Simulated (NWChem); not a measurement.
C$_{3}$H$_{3}$NS; SMILES n1ccsc1

All runs: NWChem. Pople sets run with spherical d functions. Coordinates come from a PBE0/def2-SVP optimisation.

Task: Taking PBE0/6-311++G** as the yardstick, which of these has the fewest basis functions while keeping “highest occupied level (eV)” within 0.05 eV of it: PBE0/STO-3G; PBE0/6-31G*; PBE0/6-311G**; PBE0/3-21G; PBE0/6-31+G*?

Result: PBE0/3-21G (a larger set in the list lies outside the tolerance).
| level | basis functions | highest occupied level (eV) | relative time (rough) |
|---|---|---|---|
| PBE0/STO-3G | 32 | -4.98 | 1 |
| PBE0/3-21G | 55 | -7.42 | 1 |
| PBE0/6-31G* | 80 | -7.14 | 3 |
| PBE0/6-31+G* | 100 | -7.35 | 5 |
| PBE0/6-311G** | 116 | -7.30 | 5 |
| PBE0/6-311++G** | 139 | -7.38 | 10 |

The yardstick is one finite set, not the basis-set limit.
